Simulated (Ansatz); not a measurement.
```yaml
crystal:
  periodic: [false, false, false]
  atoms:
    - {symbol: N, position_ang: [-1.201953, 0.328454, 0.133559]}
    - {symbol: B, position_ang: [0.385448, -0.109833, -0.039636]}
    - {symbol: O, position_ang: [0.620438, -0.860848, 1.083415]}
    - {symbol: O, position_ang: [1.034257, 1.097620, -0.079633]}
    - {symbol: O, position_ang: [0.383351, -0.809702, -1.218901]}
    - {symbol: Xx, position_ang: [-1.283052, 1.001915, 0.831542]}
    - {symbol: H, position_ang: [-1.733504, -0.449776, 0.376705]}
    - {symbol: H, position_ang: [-1.535508, 0.694480, -0.704339]}
    - {symbol: H, position_ang: [1.277578, -0.459605, 1.586179]}
    - {symbol: H, position_ang: [1.462179, 1.186816, -0.888662]}
    - {symbol: H, position_ang: [0.653356, -1.674337, -1.060453]}
basis:
  gaussian: {orbitals: cc-pVDZ}
total_charge: 1
magnetization: {spin_polarized: true, initial_magnetization: 1}
hamiltonian: {xc: {name: LC-wPBE}}
```

```sh
$ ansatz run in.yaml --threads 4 --pin off --events-out ev --progress --plain --max-ram 10444MiB
```

(1) How does Ansatz answer? (Estimate.)

## Answers

(1) The calculation gave: The input was rejected before any iteration.
```
Error: YAML parse error: error: line 9 column 16: `Xx` is not an element symbol (H … Og, case-exact)
  --> <input>:9:16
   |
 7 |     - {symbol: O, position_ang: [1.034257, 1.097620, -0.079633]}
 8 |     - {symbol: O, position_ang: [0.383351, -0.809702, -1.218901]}
 9 |     - {symbol: Xx, position_ang: [-1.283052, 1.001915, 0.831542]}
   |                ^ `Xx` is not an element symbol (H … Og, case-exact)
10 |     - {symbol: H, position_ang: [-1.733504, -0.449776, 0.376705]}
11 |     - {symbol: H, position_ang: [-1.535508, 0.694480, -0.704339]}
   |
```
